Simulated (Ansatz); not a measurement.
C₂H₅BF₂Si (`F[C@@H]1BC[Si@H]1F`), relaxed with RKS PBE0-D4/def2-TZVP in Ansatz from a PBE-D4/def2-SVP geometry. The force threshold is 0.005 eV/Å; the program also tests the step.

The species carries charge 0 and has multiplicity 1.

Start:

```xyz
11

F     0.510   -2.207    1.200
C     0.573   -1.019    0.519
B     0.193    0.360    1.129
C    -0.044    1.289   -0.138
Si   -0.593   -0.358   -0.887
F    -0.045   -0.677   -2.404
H     1.523   -0.947   -0.077
H    -0.259    0.540    2.243
H    -0.700    2.172   -0.049
H     0.885    1.568   -0.684
H    -2.043   -0.721   -0.852
```

| step | energy (eV) | largest force (eV/Å) | largest move (Å) |
| --- | --- | --- | --- |
| 1 | -16135.8409 | 1.336 | 0.000 |
| 2 | -16135.8964 | 0.835 | 0.027 |
| 3 | -16135.9135 | 0.085 | 0.023 |
| 4 | -16135.9144 | 0.025 | 0.008 |
| 5 | -16135.9150 | 0.025 | 0.011 |
| 6 | -16135.9156 | 0.035 | 0.015 |
| 7 | -16135.9157 | 0.022 | 0.009 |
| 8 | -16135.9157 | 0.013 | 0.005 |
| 9 | -16135.9158 | 0.010 | 0.004 |
| 10 | -16135.9158 | 0.006 | 0.002 |
| 11 | -16135.9158 | 0.002 | 0.001 |

End:

```xyz
11

F     0.500   -2.206    1.157
C     0.545   -1.009    0.499
B     0.179    0.359    1.130
C    -0.050    1.263   -0.147
Si   -0.576   -0.363   -0.903
F    -0.067   -0.681   -2.384
H     1.510   -0.905   -0.033
H    -0.207    0.563    2.240
H    -0.704    2.127   -0.072
H     0.884    1.557   -0.641
H    -2.013   -0.706   -0.847
```

It took 51 s on 4 threads of an Arm Neoverse V1 on a shared host, with 0.62 GiB of host memory at the peak.
